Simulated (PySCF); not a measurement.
**Computed properties of HfO2, SMILES [O]=[Hf]=[O], multiplicity 1**

HfO₂, SMILES [O]=[Hf]=[O], multiplicity 1. Coordinates come from a B3LYP-D3(BJ)/def2-TZVP optimisation. The multiplicity is an assumed one; other spin states were not compared. The isomer is the one that the SMILES or the coordinates give; other isomers of the formula were not compared. The def2 effective core potentials stand for the cores of Hf; spin–orbit coupling is left out. The values are those of a single conformer. All values are computed for the isolated molecule unless a solvent is named; none is compared with measurement here.

**Structure.** The optimised structure has C2v symmetry. All 3 harmonic modes at B3LYP-D3(BJ)/def2-TZVP (PySCF) are real, so it is a minimum. With heavy atoms numbered as in [Hf:1](=[O:2])=[O:3], the shortest bond between them is Hf1–O2 at 1.790 Å and the longest Hf1–O3 at 1.790 Å.

**Vibrations.** The strongest infrared lines (harmonic, unscaled, degenerate partners summed) lie at 823 cm⁻¹ (226 km/mol, O 90 %, Hf 10 %), 908 cm⁻¹ (31 km/mol, O 93 %), 293 cm⁻¹ (7 km/mol, O 92 %, Hf 8 %). The softest mode is at 293 cm⁻¹ and the zero-point energy is 2.9 kcal/mol.

**Electronic structure.** M06-2X/def2-TZVPD (PySCF) places the frontier levels at -8.37 and -3.12 eV, a gap of 5.25 eV, and gives a dipole moment of 8.56 D and a mean polarisability of 42.6 bohr³. PBE/def2-TZVPD (PySCF) at the same geometry gives -5.39 and -4.21 eV, so its gap is 4.07 eV narrower. An orbital gap is neither the optical nor the fundamental gap.

**Excitations.** TDDFT-PBE0/def2-TZVPD (PySCF) has S1 at 1.90 eV (654 nm, f = 0.002, weak); the most intense of the 10 singlets computed lies at 3.53 eV (f = 0.02). T1 (TDA) is at 1.82 eV. TDDFT-PBE/def2-TZVPD (PySCF) puts S1 at 1.21 eV.
